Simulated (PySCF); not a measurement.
# Ionisation energy of Ir³⁵⁺ by level of theory

Ir³⁵⁺ [Kr] 4d6 [4d3/2^4 4d5/2^2, M_J = 4] → Ir³⁶⁺ [Kr] 4d5 [4d3/2^4 4d5/2^1, M_J = 5/2], as a difference of total energies. Computed with PySCF 2.14 in an even-tempered Gaussian basis (17 s from 3.7 bohr⁻², ratio 2.8; 14 p from 4.8 bohr⁻², ratio 2.8; 9 d from 4.8 bohr⁻², ratio 2.8; 3 f from 20 bohr⁻², ratio 3), with the two-component X2C-1e Hamiltonian. Correlated levels: [Ar] 3d10 frozen; the 92 highest virtual spinors dropped. "Screened" scales the spin-orbit matrix elements by Boettger's factors to mimic the two-electron term; Breit and QED terms are absent.

```json
{"method": "GHF (spin-free)", "ionisation energy (eV)": "1548.4"}
{"method": "GMP2 (spin-free)", "ionisation energy (eV)": "1548.8"}
{"method": "GHF (screened spin-orbit)", "ionisation energy (eV)": "1547.6"}
{"method": "GMP2 (screened spin-orbit)", "ionisation energy (eV)": "1547.5"}
```

Breit and QED terms and the two-electron picture change are absent.

The spin-free rows relax to the high-spin LS determinant and lack the spin-orbit shift.

The labels give the starting determinants; with spin-orbit coupling the two ends relaxed to ⟨J²⟩ = 20.01, ⟨L²⟩ = 12.13, ⟨S²⟩ = 3.19 and ⟨J²⟩ = 8.75, ⟨L²⟩ = 5.58, ⟨S²⟩ = 3.17.

For comparison: 1548 ± 5 eV (theoretical estimate listed by NIST; NIST Atomic Spectra Database, ionization energies).
